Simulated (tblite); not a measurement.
Compound: C3H6Br2Si.
Numbering: `[Br:1][SiH:2]([Br:3])[CH:4]1[CH2:5][CH2:6]1` (hydrogens: H7 on Si2; H8 on C4; H9, H10 on C5; H11, H12 on C6)

Computed with GFN2-xTB (tblite), gas phase: L-BFGS steps from a force-field or distance-geometry start until the largest atomic force falls under 0.01 eV/Å.

Step 3: E = -528.8635 eV
```
atom  x, y, z in Å  |  force x, y, z in eV/Å
Br1     0.9774    2.3659    2.0060    0.073  -0.081   0.051
Si2     1.3678    0.8195    0.4627   -0.188   0.002   0.128
Br3     2.2662   -1.0208    1.3573    0.146   0.326   0.205
C4     -0.1878    0.3618   -0.4596    0.070  -0.068  -0.060
C5     -1.4423   -0.1605    0.1885    0.225   0.089   0.082
C6     -0.4939   -1.1097   -0.4381   -0.012  -0.027  -0.113
H7      2.3305    1.2959   -0.4836    0.382   0.224  -0.131
H8     -0.3064    0.8756   -1.4133   -0.031  -0.141   0.178
H9     -2.3697    0.0173   -0.3104   -0.356   0.199  -0.150
H10    -1.5155   -0.1358    1.2640   -0.007  -0.032   0.089
H11     0.0823   -1.7212    0.2285    0.029  -0.300  -0.001
H12    -0.7074   -1.5885   -1.3693   -0.332  -0.191  -0.279
```

Step 4: E = -528.8891 eV
```
atom  x, y, z in Å  |  force x, y, z in eV/Å
Br1     0.9818    2.3585    2.0064    0.042   0.012   0.126
Si2     1.3725    0.8217    0.4658   -0.087   0.118  -0.090
Br3     2.2713   -0.9952    1.3657    0.200   0.127   0.270
C4     -0.1792    0.3562   -0.4536   -0.029  -0.145  -0.093
C5     -1.4378   -0.1617    0.1831   -0.167   0.189  -0.002
C6     -0.4975   -1.1115   -0.4447    0.049  -0.193  -0.139
H7      2.3430    1.3035   -0.4816    0.246   0.173  -0.037
H8     -0.3115    0.8633   -1.3988    0.020   0.046  -0.086
H9     -2.3789    0.0255   -0.3066   -0.042   0.156  -0.087
H10    -1.5147   -0.1351    1.2518   -0.007  -0.066   0.344
H11     0.0770   -1.7293    0.2173    0.043  -0.316   0.043
H12    -0.7248   -1.5966   -1.3719   -0.267  -0.099  -0.249
```

Step 5: E = -528.9080 eV
```
atom  x, y, z in Å  |  force x, y, z in eV/Å
Br1     0.9858    2.3534    2.0092    0.017   0.072   0.162
Si2     1.3749    0.8258    0.4658    0.034   0.172  -0.236
Br3     2.2787   -0.9739    1.3768    0.212   0.019   0.288
C4     -0.1734    0.3494   -0.4511   -0.113  -0.210  -0.104
C5     -1.4373   -0.1594    0.1801   -0.243   0.093  -0.047
C6     -0.4994   -1.1168   -0.4521   -0.034  -0.175  -0.050
H7      2.3563    1.3121   -0.4805    0.109   0.119   0.057
H8     -0.3149    0.8551   -1.3897    0.051   0.155  -0.254
H9     -2.3865    0.0345   -0.3055    0.171   0.119  -0.030
H10    -1.5142   -0.1357    1.2482   -0.009  -0.083   0.374
H11     0.0736   -1.7409    0.2094   -0.002  -0.266   0.005
H12    -0.7424   -1.6042   -1.3779   -0.192  -0.014  -0.165
```

Q: Estimate the geometry and energy of step 6. (The exact step hangs on the optimiser's Hessian estimate; all steps are aligned on step 5, rigid shifts and turns removed.)

A: E = -528.9316 eV, largest force 0.399 eV/Å
```
atom  x, y, z in Å  |  force x, y, z in eV/Å
Br1     0.9913    2.3481    2.0161   -0.010   0.109   0.155
Si2     1.3787    0.8345    0.4612    0.125   0.142  -0.305
Br3     2.2929   -0.9455    1.3974    0.178  -0.034   0.252
C4     -0.1685    0.3365   -0.4505   -0.115  -0.139  -0.164
C5     -1.4386   -0.1561    0.1771   -0.243  -0.088   0.041
C6     -0.5039   -1.1264   -0.4620   -0.172  -0.196   0.041
H7      2.3760    1.3258   -0.4778   -0.034   0.067   0.134
H8     -0.3181    0.8474   -1.3830    0.082   0.195  -0.338
H9     -2.3941    0.0490   -0.3055    0.372   0.069   0.039
H10    -1.5138   -0.1384    1.2499   -0.005  -0.092   0.218
H11     0.0686   -1.7613    0.1990   -0.104  -0.144  -0.093
H12    -0.7693   -1.6143   -1.3891   -0.075   0.111   0.021
```

The energy changes by -0.0235 eV. The first-order estimate −F·Δx gives -0.0329 eV and the mean of the old and new forces, exact on a quadratic surface, -0.0235 eV. The step makes an angle of 58° with the force vector and moves no atom by more than 0.038 Å.

What follows is the cost of the whole relaxation. Time: 1.1 s wall. Hardware: Arm Neoverse N1, one thread, shared host with 64 logical CPUs at a one-minute load of 60.
